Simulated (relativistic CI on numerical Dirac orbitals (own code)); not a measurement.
**Pt4+ (5d6) in a crystal field**

Calculated by Dirac-Coulomb-Breit CI, orbitals from a KLI potential per configuration, model QED (radiative potential, 1s self-energy scaled to tabulated hydrogen-like ionisation energies), valence Slater integrals scaled by 0.75, one configuration in a parametric crystal field (own radial code).

Field parameters in Wybourne normalisation: D3d B²₀ = −7Dσ, B⁴₀ = −14Dq − 21Dτ, B⁴₃ = −14√(10/7) Dq; Oh B⁴₀ = 21Dq, B⁴₄ = √(5/14) B⁴₀; Td as Oh with Dq negative (B⁴₀ = 21Dq, B⁴₄ = √(5/14) B⁴₀). The field is a parameter set, without covalency.

S and J are read from ⟨S²⟩ = S(S + 1) and ⟨J²⟩ = J(J + 1) of each level; they are not fictitious spins.

D3d, 10Dq = 33050, Dσ = 0, Dτ = -360 cm⁻¹, the lowest 16 levels:

| E (cm⁻¹) | Degeneracy | Irrep | S | J |
| --- | --- | --- | --- | --- |
| 0.0 | 1 | A1 | 0.27 | 4.35 |
| 20671 | 2 | E | 1.10 | 4.11 |
| 21693 | 2 | E | 1.05 | 3.92 |
| 21985 | 1 | A2 | 1.07 | 4.21 |
| 22184 | 1 | A1 | 1.06 | 3.78 |
| 23049 | 2 | E | 1.00 | 4.10 |
| 29163 | 1 | A1 | 1.15 | 3.93 |
| 29367 | 2 | E | 1.05 | 3.69 |
| 30294 | 1 | A2 | 1.03 | 3.75 |
| 31703 | 2 | E | 1.03 | 3.96 |
| 32695 | 1 | A1 | 1.26 | 3.82 |
| 33078 | 2 | E | 1.26 | 3.85 |
| 34390 | 2 | E | 0.69 | 4.71 |
| 34862 | 1 | A2 | 0.80 | 4.50 |
| 35179 | 1 | A2 | 0.88 | 4.44 |
| 37832 | 2 | E | 1.71 | 3.73 |

Td, 10Dq = -10600 cm⁻¹, the lowest 16 levels:

| E (cm⁻¹) | Degeneracy | Irrep | S | J |
| --- | --- | --- | --- | --- |
| 0.0 | 2 | E | 1.64 | 3.55 |
| 320 | 1 | A1 | 1.75 | 3.81 |
| 881 | 3 | T1 | 1.77 | 3.82 |
| 979 | 3 | T2 | 1.55 | 3.67 |
| 6050 | 1 | A2 | 1.94 | 3.01 |
| 8162 | 3 | T2 | 1.41 | 3.20 |
| 8499 | 2 | E | 1.34 | 3.24 |
| 10145 | 3 | T2 | 1.45 | 3.64 |
| 13250 | 2 | E | 1.33 | 4.09 |
| 13393 | 3 | T1 | 1.55 | 3.64 |
| 13513 | 3 | T2 | 1.59 | 3.41 |
| 13641 | 1 | A1 | 1.20 | 4.40 |
| 14542 | 3 | T1 | 1.47 | 4.29 |
| 15546 | 1 | A1 | 1.49 | 3.12 |
| 16429 | 3 | T1 | 1.74 | 2.23 |
| 18425 | 2 | E | 1.09 | 3.98 |

Oh, 10Dq = 21400 cm⁻¹, the lowest 10 levels:

```csv
E (cm⁻¹),Degeneracy,Irrep,S,J
0.0,1,A1,0.51,4.20
10971,2,E,1.27,3.97
12236,3,T1,1.24,4.10
12792,3,T2,1.22,3.51
18284,3,T2,1.83,3.81
19145,1,A1,1.44,3.89
19678,3,T1,1.35,3.36
22230,2,E,1.21,4.01
23289,3,T1,1.47,4.09
25725,3,T2,1.14,3.85
```

Oh, 10Dq = 40650 cm⁻¹, the lowest 10 levels:

```json
{"E (cm⁻¹)": "0.0", "Degeneracy": "1", "Irrep": "A1", "S": "0.18", "J": "4.40"}
{"E (cm⁻¹)": "29640", "Degeneracy": "2", "Irrep": "E", "S": "1.05", "J": "4.17"}
{"E (cm⁻¹)": "30910", "Degeneracy": "3", "Irrep": "T2", "S": "1.02", "J": "3.82"}
{"E (cm⁻¹)": "31440", "Degeneracy": "3", "Irrep": "T1", "S": "0.95", "J": "4.30"}
{"E (cm⁻¹)": "37603", "Degeneracy": "1", "Irrep": "A1", "S": "1.06", "J": "3.92"}
{"E (cm⁻¹)": "38259", "Degeneracy": "3", "Irrep": "T1", "S": "0.96", "J": "3.78"}
{"E (cm⁻¹)": "40199", "Degeneracy": "2", "Irrep": "E", "S": "1.01", "J": "3.88"}
{"E (cm⁻¹)": "41671", "Degeneracy": "3", "Irrep": "T2", "S": "1.05", "J": "3.72"}
{"E (cm⁻¹)": "43042", "Degeneracy": "3", "Irrep": "T1", "S": "0.53", "J": "4.83"}
{"E (cm⁻¹)": "43099", "Degeneracy": "1", "Irrep": "A2", "S": "0.99", "J": "3.95"}
```

Oh, 10Dq = 22450 cm⁻¹, the lowest 10 levels:

| E (cm⁻¹) | Degeneracy | Irrep | S | J |
| --- | --- | --- | --- | --- |
| 0.0 | 1 | A1 | 0.47 | 4.23 |
| 11975 | 2 | E | 1.24 | 3.99 |
| 13290 | 3 | T1 | 1.21 | 4.12 |
| 13752 | 3 | T2 | 1.19 | 3.54 |
| 19906 | 3 | T2 | 1.82 | 3.83 |
| 20193 | 1 | A1 | 1.40 | 3.90 |
| 20733 | 3 | T1 | 1.29 | 3.42 |
| 23232 | 2 | E | 1.17 | 4.01 |
| 24636 | 3 | T1 | 1.42 | 4.16 |
| 26667 | 3 | T2 | 1.14 | 3.84 |

Levels of this model without a field, named by their leading LS term (the scale mimics covalency, so terms lie below those of the real free ion): 5D_4 0, 5D_2 5619, 5D_3 7455, 5D_0 10238, 5D_1 10395, 3H_4 14700, 3H_5 18985, 3H_6 19035 cm⁻¹.
